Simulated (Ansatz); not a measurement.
# Match the barriers

Saddle point of ZnNH4Cl, closed shell (ZnHCl ([Cl][ZnH]) + NH₃ → ZnNH₂Cl ([NH2][Zn][Cl]) + H₂; bonds formed: H2–H4; dative contacts that become bonds: Zn1–N5; bonds broken: Zn1–H2, H4–N5), PBE0-D4/def2-TZVP structure:

```xyz
7
angstrom
Zn 0.0322 -0.9628 -0.2887
H -1.3256 -0.3905 0.9233
Cl 0.4112 -2.8716 -1.1161
H -0.7642 0.4084 0.6986
N 0.3254 0.9529 0.0078
H 0.1786 1.6084 -0.7520
H 1.1423 1.2553 0.5270
```

Program: Ansatz 0.2.0. Basis: def2-TZVPP, with def2-QZVPP for the basis limit. Cores are frozen in the correlated methods. The 3s and 3p shells of Cu and Zn are frozen; filled d shells are correlated. Extrapolation: Hartree–Fock as exp(−7.88 √X), correlation as X^−2.97. Four methods, as single points on the PBE0-D4 structures, gave these electronic barriers from the start structure: 155.2, 176.5, 188.4, 224.6 kJ/mol.

(1) The methods were, in alphabetical order, CCSD(T), HF, r2SCAN-D4, SPW92. Which gave which? (A judgement: the text doesn't fix the answer.)

The T1 diagnostic stays at or below 0.014. The start structure is not quite a true minimum (one mode of 47i cm⁻¹).

Results:

(1) By the calculation: SPW92 155.2; r2SCAN-D4 176.5; CCSD(T) 188.4; HF 224.6 kJ/mol. For comparison, CCSD(T) at an estimated basis limit (MP2 extrapolated from triple and quadruple zeta, plus CCSD(T) − MP2 in triple zeta) gives 186.3 kJ/mol.

The step is the kind of exchange with an N–H group that builds nitride films in atomic layer and chemical vapour deposition.

Labels in which every atom is bracketed show which atoms are joined, not bond orders.

For scale, one of the runs: CCSD(T)/def2-TZVPP, 193 basis functions, launched by `ansatz run in.yaml --threads 4 --pin off --events-out ev --progress --plain --max-ram 9574MiB`. The run took 30 s on 4 CPU threads of an Arm Neoverse V2 (shared host), with 2.1 GiB of host memory at its peak.
